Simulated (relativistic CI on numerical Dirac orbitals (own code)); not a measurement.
Line list: Forbidden lines, Tl V

These numbers are calculated, not measured: Dirac-Coulomb-Breit CI, orbitals from a KLI potential per configuration, QED by a radiative potential, valence Slater integrals scaled by 0.85, P86 correlation energy added to each configuration (own radial code, finite nucleus).

CI space (outside the closed core [Kr] 4d10 4f14 5s2): 5p6 5d9, 5p6 5d8 6s, 5p6 5d8 5f, 5p6 5d8 6p, 5p6 5d8 5g, 5p6 5d8 7s, 5p6 5d8 6d, 5p5 5d10, 5p6 5d7 6s 6p, 5p6 5d8 7p, 5p6 5d8 7d, 5p6 5d8 8s, 5p6 5d8 6f, 5p6 5d8 8p, 5p6 5d8 8d, 5p6 5d7 5f 6s, 5p5 5d9 5f, 5p6 5d7 6p 6d, 5p5 5d9 5g, 5p6 5d7 5f 5g, 5p6 5d7 6s2, 5p6 5d6 5f 6s2, 5p6 5d6 6s2 6p, 5p6 5d6 5g 6s2, 5p6 5d6 6s2 7s, 5p6 5d6 6s2 6d. Double excitations out of closed p, d and f shells are left out; levels of such configurations are missing from the list, as are those of other unlisted configurations, and high levels can miss mixing partners.

| λ vac (nm) | Lower | Upper | Type | A (s⁻¹) | log gf |
| --- | --- | --- | --- | --- | --- |
| 57.223 | 5p6 5d9 2D_5/2 [1] | 5p6 5d8 6s 2S_1/2 [18] | E2 | 1.58e+03 | -6.81 |
| 63.841 | 5p6 5d9 2D_3/2 [2] | 5p6 5d8 6s 2S_1/2 [18] | E2 | 8.54e+03 | -5.98 |
| 67.510 | 5p6 5d9 2D_5/2 [1] | 5p6 5d8 6s 2D_3/2 [16] | E2 | 1.48e+03 | -6.39 |
| 70.811 | 5p6 5d9 2D_5/2 [1] | 5p6 5d8 6s 2P_1/2 [15] | E2 | 8.05e+03 | -5.92 |
| 71.707 | 5p6 5d9 2D_5/2 [1] | 5p6 5d8 6s 2G_7/2 [14] | E2 | 1.50e+02 | -7.03 |
| 72.172 | 5p6 5d9 2D_5/2 [1] | 5p6 5d8 6s 2G_9/2 [13] | E2 | 4.45e+03 | -5.46 |
| 73.549 | 5p6 5d9 2D_5/2 [1] | 5p6 5d8 6s 2P_3/2 [12] | E2 | 5.62e+03 | -5.74 |
| 75.721 | 5p6 5d9 2D_5/2 [1] | 5p6 5d8 6s 2F_5/2 [11] | E2 | 3.25e+03 | -5.78 |
| 76.527 | 5p6 5d9 2D_3/2 [2] | 5p6 5d8 6s 2D_5/2 [17] | E2 | 6.10e+03 | -5.49 |
| 76.913 | 5p6 5d9 2D_5/2 [1] | 5p6 5d8 6s 4P_3/2 [10] | E2 | 6.93e+02 | -6.61 |
| 76.916 | 5p6 5d9 2D_3/2 [2] | 5p6 5d8 6s 2D_3/2 [16] | E2 | 5.04e+03 | -5.75 |
| 78.202 | 5p6 5d9 2D_5/2 [1] | 5p6 5d8 6s 4P_1/2 [9] | E2 | 1.08e+03 | -6.70 |
| 80.883 | 5p6 5d9 2D_5/2 [1] | 5p6 5d8 6s 2F_7/2 [8] | E2 | 4.92e+03 | -5.41 |
| 81.230 | 5p6 5d9 2D_3/2 [2] | 5p6 5d8 6s 2P_1/2 [15] | E2 | 3.82e+03 | -6.12 |
| 81.701 | 5p6 5d9 2D_5/2 [1] | 5p6 5d8 6s 4F_5/2 [7] | E2 | 3.59e+02 | -6.67 |
| 82.411 | 5p6 5d9 2D_3/2 [2] | 5p6 5d8 6s 2G_7/2 [14] | E2 | 3.08e+03 | -5.60 |
| 84.854 | 5p6 5d9 2D_3/2 [2] | 5p6 5d8 6s 2P_3/2 [12] | E2 | 5.37e+02 | -6.63 |
| 86.654 | 5p6 5d9 2D_5/2 [1] | 5p6 5d8 6s 2D_3/2 [6] | E2 | 2.10e+03 | -6.02 |
| 87.758 | 5p6 5d9 2D_3/2 [2] | 5p6 5d8 6s 2F_5/2 [11] | E2 | 1.52e+03 | -5.98 |
| 88.077 | 5p6 5d9 2D_5/2 [1] | 5p6 5d8 6s 2D_5/2 [5] | E2 | 1.13e+03 | -6.10 |
| 89.363 | 5p6 5d9 2D_3/2 [2] | 5p6 5d8 6s 4P_3/2 [10] | E2 | 1.80e+02 | -7.06 |
| 91.736 | 5p6 5d9 2D_5/2 [1] | 5p6 5d8 6s 4F_7/2 [4] | E2 | 2.02e+03 | -5.69 |
| 95.892 | 5p6 5d9 2D_3/2 [2] | 5p6 5d8 6s 4F_5/2 [7] | E2 | 4.04e+02 | -6.48 |
| 97.776 | 5p6 5d9 2D_5/2 [1] | 5p6 5d8 6s 4F_9/2 [3] | E2 | 5.80e+01 | -7.08 |
| 102.79 | 5p6 5d9 2D_3/2 [2] | 5p6 5d8 6s 2D_3/2 [6] | E2 | 8.16e+01 | -7.29 |
| 388.68 | 5p6 5d8 6s 4F_5/2 [7] | 5p6 5d8 6s 2D_3/2 [16] | M1 | 1.62e+02 | -5.83 |
| 397.58 | 5p6 5d8 6s 2F_7/2 [8] | 5p6 5d8 6s 2D_5/2 [17] | M1 | 1.96e+02 | -5.56 |
| 468.15 | 5p6 5d8 6s 4F_9/2 [3] | 5p6 5d8 6s 2F_7/2 [8] | M1 | 1.20e+02 | -5.50 |
| 552.05 | 5p6 5d9 2D_5/2 [1] | 5p6 5d9 2D_3/2 [2] | M1 | 9.59e+01 | -5.76 |
| 746.82 | 5p6 5d8 6s 4F_7/2 [4] | 5p6 5d8 6s 4F_5/2 [7] | M1 | 8.00e+01 | -5.40 |

Terms are leading LS components. Brackets give the number of a level in order of energy, since labels repeat. The list gives strong lines, with weight on those to low levels, among the lowest 400 of 6527 levels, so that lines to higher ones, which can be the strongest, are missing. Levels whose partners in the same complex of configurations lie outside the list can be far off, and so can their lines. Rates are taken at the computed energies, electric ones in the length gauge.

At this charge configurations can still be misplaced by up to about 7 % of their energy. Levels and lines within the n = 5 or 6 shells can be off by up to 10 % or somewhat more, and those that change n by about 2 %, since core polarisation is missing.

LS names give the leading component of a level, which can be under half, so a name can repeat, a term be missing and a line seem to break the LS rules.
